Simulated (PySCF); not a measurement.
PBE on Be (beryllium, neutral), [He] 2s1 3d1, high-spin 3D determinant (an excited configuration). All numbers are calculated (PySCF 2.14, scalar relativity by spin-free X2C-1e, in dyall-av3z (15s9p4d2f, 76 functions)).

```
cycle= 1 E= -14.3467871072106  delta_E= -0.00207  |g|= 0.00882  |ddm|= 0.117
cycle= 2 E= -14.3467936191624  delta_E= -6.51e-06  |g|= 0.00138  |ddm|= 0.00356
cycle= 3 E= -14.3467938115442  delta_E= -1.92e-07  |g|= 4.05e-05  |ddm|= 0.000335
cycle= 4 E= -14.346793812047  delta_E= -5.03e-10  |g|= 2.57e-06  |ddm|= 9.4e-05
converged SCF energy = -14.346793812047  <S^2> = 2.0000006  2S+1 = 3.0000004
```

Highest occupied orbital energy: 0.453 eV; ⟨L²⟩ = 6.00; populations by l: s 3.00, p 0.00, d 1.00, f 0.00.

Question: Can this result be used?

Answer: Not for this state. The run converged. The outer electron is Rydberg-like, and this basis confines it to a smaller radius and binds it less than a complete one would. At PBE the highest occupied level has a positive energy, so only the finite basis holds that electron; for this excited configuration the basis is too tight for the outer shell.
